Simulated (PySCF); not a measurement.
ZnCl: energy against distance

Set-up: basis Zn pcseg-1, Cl pcseg-1; no relativity; PySCF 2.14. Energies in eV from Zn + Cl in their ground configurations at the same level. State: ²Σ⁺ (doublet), unpaired electrons σ ↑.

All columns are TPSS. A positive dipole means Zn(−)Cl(+).

```csv
R (Å),E (eV),μ (D),Mulliken charge on Zn (basis-dependent),HOMO (eV),LUMO (eV),Mayer bond order,⟨S²⟩
1.877,-1.440,-2.17,0.26,-5.08,-3.69,1.14,0.75
1.964,-1.921,-2.57,0.29,-5.25,-3.88,1.06,0.75
2.051,-2.182,-2.97,0.33,-5.42,-4.08,0.98,0.75
2.116,-2.276,-3.28,0.36,-5.54,-4.22,0.93,0.75
2.182,-2.305,-3.58,0.39,-5.66,-4.37,0.88,0.75
2.248,-2.287,-3.87,0.41,-5.77,-4.50,0.84,0.75
2.335,-2.212,-4.24,0.44,-5.91,-4.68,0.79,0.75
2.444,-2.067,-4.65,0.46,-6.07,-4.88,0.74,0.75
2.575,-1.855,-5.07,0.48,-6.24,-5.10,0.69,0.75
2.749,-1.561,-5.46,0.48,-6.42,-5.34,0.64,0.75
```

A fit through these points gives, at Re = 2.187 Å, μ = -3.60 D and dμ/dR = -4.53 D/Å; the reduced mass is 22.6 u.

Question: How strong is the fundamental in the double-harmonic approximation, I = 42.26·(dμ/dR)²/μred km/mol?

Answer: I = 42.26·(-4.53)²/22.6 = 38.4 km/mol at TPSS.

The state is the lowest determinant that a PBE0 search found; another state may lie lower at other levels.
